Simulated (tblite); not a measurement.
Species: C5H9BBrCl.
Numbering: `[CH3:1][CH:2]([CH3:3])/[CH:4]=[C:5](/[Cl:6])[BH:7][Br:8]` (hydrogens: H9, H10, H11 on C1; H12 on C2; H13, H14, H15 on C3; H16 on C4; H17 on B7)

Computed with GFN2-xTB (tblite), gas phase: L-BFGS steps from a force-field or distance-geometry start until the largest atomic force falls under 0.01 eV/Å.

Step 1: E = -685.0414 eV
```
atom  x, y, z in Å  |  force x, y, z in eV/Å
C1     -1.7860    1.0601    0.6014    0.037   0.019  -0.001
C2     -0.5728    0.1405    0.3838   -0.174   0.047   0.003
C3     -1.0468   -1.2650   -0.0529    0.005   0.108   0.024
C4      0.3625    0.7282   -0.6470    0.201  -0.122   0.217
C5      1.6672    0.4032   -0.7731    0.251  -0.326   0.282
Cl6     2.5714    1.2107   -2.0586   -0.160  -0.066   0.141
B7      2.4413   -0.6222    0.1221    0.703  -0.077  -0.185
Br8     4.3471   -1.0228   -0.1425   -1.582   0.363   0.166
H9     -2.4330    0.6428    1.3849    0.180   0.145  -0.314
H10    -1.4477    2.0510    0.9312   -0.158  -0.275  -0.153
H11    -2.3660    1.1626   -0.3255    0.171  -0.004   0.339
H12    -0.0601    0.0507    1.3549    0.006  -0.044  -0.317
H13    -1.6007   -1.1945   -0.9963    0.188  -0.061   0.240
H14    -0.1900   -1.9374   -0.1863   -0.318   0.221   0.018
H15    -1.7158   -1.6804    0.7122    0.234   0.117  -0.258
H16    -0.0584    1.4748   -1.3202    0.008  -0.247   0.141
H17     1.8808   -1.1903    1.0019    0.407   0.201  -0.342
```

Step 2: E = -685.1468 eV
```
atom  x, y, z in Å  |  force x, y, z in eV/Å
C1     -1.7906    1.0640    0.6013    0.585  -0.319  -0.030
C2     -0.5738    0.1425    0.3870   -0.337  -0.007  -0.336
C3     -1.0498   -1.2644   -0.0539    0.267   0.468   0.152
C4      0.3703    0.7205   -0.6358    0.200   0.055  -0.055
C5      1.6770    0.3906   -0.7623   -0.111  -0.013   0.078
Cl6     2.5656    1.2083   -2.0534   -0.111  -0.045   0.091
B7      2.4684   -0.6245    0.1141   -0.199  -0.015   0.102
Br8     4.2883   -1.0094   -0.1361   -0.470   0.146  -0.011
H9     -2.4246    0.6489    1.3716   -0.159  -0.074   0.112
H10    -1.4538    2.0388    0.9250    0.012   0.220   0.020
H11    -2.3580    1.1621   -0.3104   -0.157   0.047  -0.223
H12    -0.0612    0.0495    1.3404    0.157  -0.087   0.134
H13    -1.5924   -1.1970   -0.9852   -0.092   0.009  -0.213
H14    -0.2024   -1.9283   -0.1854    0.039  -0.024  -0.023
H15    -1.7057   -1.6752    0.7012   -0.112  -0.071   0.126
H16    -0.0598    1.4687   -1.3176    0.191  -0.424   0.299
H17     1.8954   -1.1831    0.9897    0.298   0.132  -0.225
```

Problem. Estimate the geometry and energy of step 3. (The exact step hangs on the optimiser's Hessian estimate; all steps are aligned on step 2, rigid shifts and turns removed.)

Solution. E = -685.1666 eV, largest force 0.443 eV/Å
```
atom  x, y, z in Å  |  force x, y, z in eV/Å
C1     -1.7848    1.0609    0.6007    0.293  -0.150  -0.056
C2     -0.5768    0.1428    0.3836   -0.033  -0.016  -0.118
C3     -1.0474   -1.2586   -0.0525    0.104   0.241   0.049
C4      0.3745    0.7190   -0.6339   -0.003   0.049  -0.019
C5      1.6768    0.3885   -0.7596    0.006  -0.004   0.027
Cl6     2.5633    1.2074   -2.0514   -0.086  -0.034   0.071
B7      2.4692   -0.6248    0.1142   -0.326   0.062   0.064
Br8     4.2735   -1.0055   -0.1354   -0.172   0.088  -0.058
H9     -2.4252    0.6489    1.3708   -0.095  -0.064   0.071
H10    -1.4544    2.0397    0.9243    0.028   0.169   0.011
H11    -2.3586    1.1626   -0.3107   -0.094   0.031  -0.151
H12    -0.0595    0.0482    1.3394    0.094  -0.073   0.048
H13    -1.5921   -1.1973   -0.9860   -0.060   0.019  -0.152
H14    -0.2038   -1.9271   -0.1856    0.060  -0.006  -0.015
H15    -1.7054   -1.6752    0.7010   -0.071  -0.025   0.091
H16    -0.0578    1.4628   -1.3138    0.173  -0.340   0.226
H17     1.9016   -1.1803    0.9850    0.182   0.053  -0.089
```

The energy changes by -0.0198 eV. The first-order estimate −F·Δx gives -0.0268 eV and the mean of the old and new forces, exact on a quadratic surface, -0.0197 eV. The step makes an angle of 37° with the force vector and moves no atom by more than 0.015 Å.

What follows is the cost of the whole relaxation. The run took 2.0 s on one thread, Arm Neoverse N1 (aarch64), shared host with 64 logical CPUs at a one-minute load of 60.
